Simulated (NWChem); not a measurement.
System: C$_{2}$H$_{6}$BF; SMILES FB(C)C

Input file for NWChem:

```
start job
memory heap 200 mb stack 900 mb global 1100 mb
geometry units angstroms noautoz
  B      0.076918    -0.000962    -0.002000
  F      1.419463     0.010812    -0.004601
  C     -0.645026    -1.398599     0.030955
  H     -0.911117    -1.679435    -1.000529
  H     -1.588205    -1.373544     0.589523
  H     -0.012294    -2.199727     0.427938
  C     -0.662790     1.387872    -0.032183
  H     -1.659240     1.335031    -0.485055
  H     -0.079083     2.166901    -0.535413
  H     -0.811728     1.727152     1.005311
end
basis spherical
  * library 6-311++g**
end
dft
  xc hfexch
  iterations 150
  mulliken
end
task dft energy
```

Geometry: optimised at B3LYP/6-31G* (spherical d).

Q: Give the results of this calculation. (Hartree-Fock/6-311++G** (spherical d).) Quantities: basis functions; energy (Ha); highest occupied level (eV); orbital gap (eV); dipole (D).

A: 
```
Property                       Value
---------------------------  -------
number of basis functions        130
energy (Ha)                  -203.49
highest occupied level (eV)   -12.39
orbital gap (eV)               13.44
dipole (D)                      1.60
```
